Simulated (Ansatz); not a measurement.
C3H4O3Zn, SMILES `[OH][Zn-]1[O]C=CC=[O+]1`. The species carries charge 0 and has multiplicity 1. The structure was optimised at the PBE0-D4/def2-TZVP level. It is one conformer, not always the lowest.

```xyz
11

O     0.611   -2.332   -2.387
Zn    0.275   -1.097   -1.129
O     1.337   -0.310    0.308
C     0.872    0.567    1.089
C    -0.408    1.114    1.082
C    -1.406    0.762    0.177
O    -1.333   -0.081   -0.760
H     1.501   -2.686   -2.344
H     1.567    0.931    1.857
H    -0.642    1.862    1.828
H    -2.374    1.269    0.279
```

(1) What is the dipole moment at B3LYP/def2-TZVPP? (An estimate is asked.)

(2) And with PBE, r2SCAN, ωB97M-V? (An estimate is asked.)

(3) Give the Mulliken charges with B3LYP, PBE, ωB97M-V in def2-TZVPP. (Best estimate.)

Results:

(1) Computed: 4.05 D, with components (0.27, 2.57, 3.11) D in this frame, pointing from negative to positive charge.

(2) Computed: PBE 3.68 D, r2SCAN 3.88 D, ωB97M-V 4.11 D.

(3) The calculation gave: 
```csv
atom,B3LYP,PBE,ωB97M-V
O1,-0.52,-0.47,-0.51
Zn2,0.63,0.49,0.65
O3,-0.41,-0.34,-0.43
C4,0.23,0.21,0.26
C5,-0.24,-0.21,-0.26
C6,0.23,0.20,0.26
O7,-0.41,-0.34,-0.43
H8,0.18,0.18,0.16
H9,0.10,0.08,0.10
H10,0.11,0.10,0.10
H11,0.10,0.09,0.11
```

B3LYP here is the variant with VWN-RPA as its local correlation; programs differ in this.
